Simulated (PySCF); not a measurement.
Compound: C₅H₁₄AlN.
Geometry (PBE0-D3(BJ)/def2-SVP, Å), atoms numbered from 1 in this order:
```xyz
21
C5H14AlN angstrom
C     -3.0894   -0.5608    0.0026
C     -1.7275   -1.1188    0.4177
Al    -0.1466   -0.1552   -0.3033
N     -0.5601    1.7905    0.2913
C      1.6206   -0.3650    0.5433
C      2.7988   -0.9066   -0.2358
C      2.7633    0.5427    0.1172
H     -3.1991   -0.5276   -1.0946
H     -3.9404   -1.1475    0.3909
H     -3.2452    0.4730    0.3632
H     -1.6596   -1.1672    1.5217
H     -1.6520   -2.1734    0.0917
H     -0.0787    0.1014   -1.8978
H     -1.3784    2.1798   -0.1782
H     -0.7152    1.8666    1.2974
H      0.2413    2.3802    0.0612
H      1.6571   -0.6290    1.6097
H      2.6497   -1.1850   -1.2849
H      3.5247   -1.5387    0.2853
H      2.5971    1.2605   -0.6967
H      3.4665    0.9022    0.8760
```

The closed-shell ground state was solved at several levels (PySCF, density fitting, gas phase, non-relativistic).

```csv
level,basis functions,HOMO (eV),LUMO (eV),gap (eV),dipole (D)
PBE/pcSseg-1,196,-5.27,-0.79,4.48,4.83
wB97X-D/def2-SVPD,256,-8.36,1.23,9.59,4.75
```

(1) Estimate the row for PBE0/pcSseg-1, a basis of 196 functions; the other rows only guide the guess.

(2) Over all these levels, which gives the widest orbital gap and which the narrowest?

(3) How far do the dipole and the HOMO energy spread over the levels?

## Answers

(1) HOMO -6.51 eV, LUMO 0.09 eV, gap 6.60 eV, dipole 4.89 D.

(2) wB97X-D/def2-SVPD (range-separated hybrid) has the widest, 9.59 eV, and PBE/pcSseg-1 (GGA) the narrowest, 4.48 eV. Functional and basis both differ between the two, so the spread mixes both effects.

(3) The dipole runs from 4.75 to 4.89 D (mean 4.82 D) and the HOMO from -8.36 to -5.27 eV.

One conformer stands for the species.
